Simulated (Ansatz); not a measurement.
C2H5ClFNSi (`C=C[Si](N)(F)Cl`) at its PBE0-D4/def2-TZVP geometry, where that method's forces vanish. The species carries charge 0 and has multiplicity 1.

```xyz
11

C     0.9477    1.5616   -0.2358
C    -0.3062    1.1334   -0.3598
Si   -0.7516   -0.6418   -0.1801
N     0.4768   -1.5192    0.5891
F    -0.9762   -1.3568   -1.5843
Cl   -2.5823   -0.7207    0.7560
H     1.2108    2.6110   -0.3336
H     1.7634    0.8736   -0.0342
H    -1.0933    1.8565   -0.5613
H     0.5555   -2.5086    0.4147
H     0.7553   -1.2892    1.5292
```

(1) What forces (eV/Å) does r2SCAN-D4/def2-TZVPP give on these atoms in Ansatz 0.2.0? (Estimate.)

Answers

(1) Ansatz gave: 
```
C1   0.190  0.089  0.014
C2  -0.174 -0.106 -0.012
Si3  0.023  0.043  0.011
N4   0.024  0.029 -0.041
F5  -0.002 -0.030 -0.058
Cl6 -0.082  0.001  0.036
H7   0.007 -0.007  0.001
H8  -0.008  0.014  0.002
H9   0.003  0.015 -0.002
H10  0.004 -0.024  0.027
H11  0.016 -0.023  0.022
```
